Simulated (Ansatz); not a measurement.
Input (CCSDT(Q)/def2-SVP; Ansatz, a first-principles code):

Ansatz 0.2 input:
```yaml
crystal:
  periodic: [false, false, false]
  atoms:
    - {symbol: C, position_ang: [1.45503948, -0.27578288, 1.09711177]}
    - {symbol: Te, position_ang: [0.06309671, 0.10197995, -0.34985693]}
    - {symbol: C, position_ang: [-1.64693462, -0.31361369, 0.89576135]}
    - {symbol: H, position_ang: [2.50266382, -0.18439592, 0.85497920]}
    - {symbol: H, position_ang: [1.14663628, -0.44858786, 2.11727437]}
    - {symbol: H, position_ang: [-1.59488786, -1.34462266, 1.23367778]}
    - {symbol: H, position_ang: [-2.53811995, -0.16174493, 0.29157005]}
    - {symbol: H, position_ang: [-1.64595009, 0.37277307, 1.73782056]}
basis:
  gaussian:
    orbitals: def2-SVP
magnetization: {spin_polarized: true, initial_magnetization: 1}
correlation: {method: ccsdt_q, electrons: outside_noble_gas}
```

Output:

```
Functional definition: HF
integrals: 0.17 GiB planned
1651 factors; integrals over basis functions are off by at most 2.1e-7 eV
mean field: 0.48 GiB planned
mean field evaluation 1: about -9399.1859 eV, gradient 1.8e1 eV
mean field evaluation 2: about -9399.2991 eV, gradient 1.8e1 eV
mean field evaluation 4: about -9401.7220 eV, gradient 2.7e0 eV
mean field evaluation 8: about -9401.9695 eV, gradient 3.3e-1 eV
mean field evaluation 16: about -9399.1841 eV, gradient 1.8e1 eV
mean field evaluation 32: about -9398.7355 eV, gradient 1.6e0 eV
mean field evaluation 64: about -9398.2621 eV, gradient 6.2e-1 eV
mean field -9401.97259490 eV, -345.5161199766 hartree, gradient 3.6e-6 eV, S^2 0.771517; 2 other end points of the search recorded, 0 dependent functions left out
determinant -9401.97259490 eV, -345.5161199766 hartree, with singles and doubles -9413.11653896 eV, -345.9256523670 hartree
determinant -9398.81673403 eV, -345.4001442288 hartree, with singles and doubles -9410.05365311 eV, -345.8130933882 hartree
11 core orbitals not correlated
reference -9401.97259490 eV, -345.5161199766 hartree; 10, 9 occupied and 58, 59 virtual orbitals, 1651 factors
second order -9.90850154 eV of doubles, -0.00000000 eV of singles
coupled cluster: 6.24 GiB planned
cycle   1  -10.70482732 eV  change   -8.0e-1 eV  update   9.9e-2
cycle   2  -11.26357526 eV  change   -5.6e-1 eV  update   4.1e-2
cycle   3  -11.52577753 eV  change   -2.6e-1 eV  update   2.7e-2
cycle   4  -11.50002087 eV  change    2.6e-2 eV  update   1.3e-2
cycle   5  -11.50478111 eV  change   -4.8e-3 eV  update   8.6e-3
cycle   6  -11.51265709 eV  change   -7.9e-3 eV  update   3.2e-3
cycle   7  -11.51257170 eV  change    8.5e-5 eV  update   1.4e-3
cycle   8  -11.51249758 eV  change    7.4e-5 eV  update   5.8e-4
cycle   9  -11.51257258 eV  change   -7.5e-5 eV  update   3.0e-4
cycle  10  -11.51229294 eV  change    2.8e-4 eV  update   1.8e-4
cycle  11  -11.51236645 eV  change   -7.4e-5 eV  update   1.2e-4
cycle  12  -11.51240773 eV  change   -4.1e-5 eV  update   7.2e-5
cycle  13  -11.51245469 eV  change   -4.7e-5 eV  update   4.6e-5
cycle  14  -11.51247303 eV  change   -1.8e-5 eV  update   2.5e-5
cycle  15  -11.51247364 eV  change   -6.1e-7 eV  update   1.4e-5
cycle  16  -11.51247556 eV  change   -1.9e-6 eV  update   7.5e-6
cycle  17  -11.51248112 eV  change   -5.6e-6 eV  update   3.6e-6
cycle  18  -11.51248581 eV  change   -4.7e-6 eV  update   2.1e-6
cycle  19  -11.51248628 eV  change   -4.6e-7 eV  update   9.2e-7
perturbative correction -0.02002359 eV, -0.0007358533 hartree
Total energy: -9413.50510476 eV, -345.9399318971 hartree
```
